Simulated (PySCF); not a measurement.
## How methods differ on the ionisation energy of C(2+)

C(2+) [He] 2s2 (1S) → C(3+) [He] 2s1 (2S), as a difference of total energies. All numbers are calculated (PySCF 2.14, the non-relativistic Hamiltonian (point nucleus), in def2-TZVPPD). Correlated levels: valence: 1s2 frozen; valence and next inner shell: nothing frozen. The calculations carry no spin-orbit coupling.

```tsv
method	ionisation energy (eV)
UHF	45.776
LDA	46.937
PBE	47.099
PBE0	47.036
r2SCAN	46.613
B3LYP	47.224
M06-L	46.845
PW91	47.192
r2SCANh	46.642
MP2 (valence)	46.934
SCS-MP2 (valence)	47.166
MP2 (valence and next inner shell)	46.951
SCS-MP2 (valence and next inner shell)	47.182
```

How much does correlation contribute at MP2 (valence and next inner shell)?

46.951 − (45.776) = 1.175 eV, measured against UHF.

Errors of the correlated levels include the incompleteness of this basis and the frozen core.

MP2 underrates the near-degeneracy of ns² with np² in the lower species.

For comparison: 47.888 eV (measured; NIST Atomic Spectra Database, ionization energies).
